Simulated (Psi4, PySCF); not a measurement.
C3H7O (SMILES CC(C)[O-]), charge -1, singlet, geometry from GFN2-xTB (in this run its highest filled SCF level lies above zero, so its values depend strongly on the basis, on diffuse functions most of all). Base run: BLYP/6-31G, TDA (PySCF).

Input for PySCF:
```python
from pyscf import gto, scf, dft, tdscf

mol = gto.Mole()
mol.atom = '''
    O     0.088997    1.430884   -0.081187
    C     0.013438    0.200251    0.328992
    H     0.010017    0.091697    1.487979
    C    -1.296849   -0.566139   -0.115409
    C     1.215780   -0.722829   -0.122668
    H    -1.330104   -0.626892   -1.202977
    H     1.234970   -0.786853   -1.210386
    H    -2.169563   -0.008754    0.222425
    H     2.152911   -0.278309    0.209939
    H    -1.336527   -1.575855    0.302077
    H     1.132107   -1.729802    0.294946
'''
mol.basis = '6-31g'
mol.charge = -1
mol.spin = 0
mol.verbose = 3
mol.build()

mf = dft.RKS(mol)
mf.xc = 'blyp'
mf.kernel()
td = mf.TDA()
td.nstates = 5
td.kernel()
td.analyze()
```

Programs used: Psi4, PySCF; a row that names a program was run with it.

Each row names what was changed in the base input (with any setting that the change needs).

```
change                           first excitation (eV)  oscillator strength of the first  second (eV)
-------------------------------  ---------------------  --------------------------------  -----------
base                                              4.07                             0.013         4.23
code = psi4                                       4.07                             0.013         4.23
functional = bhandhlyp                            6.08                             0.009         6.26
conv_tol = 1e-3                                   4.07                             0.013         4.23
basis = 6-31G*                                    4.11                             0.013         4.28
functional = m062x                                5.86                             0.007         6.03
nstates = 2                                       4.07                             0.013         4.23
functional = lc_wpbe                              6.34                             0.004         6.51
guess vectors = 13 for 5 states                   4.07                             0.013         4.23
functional = hf                                   8.03                             0.006         8.23
```

An iterative solver can miss low states, so a row lists the states that it found.
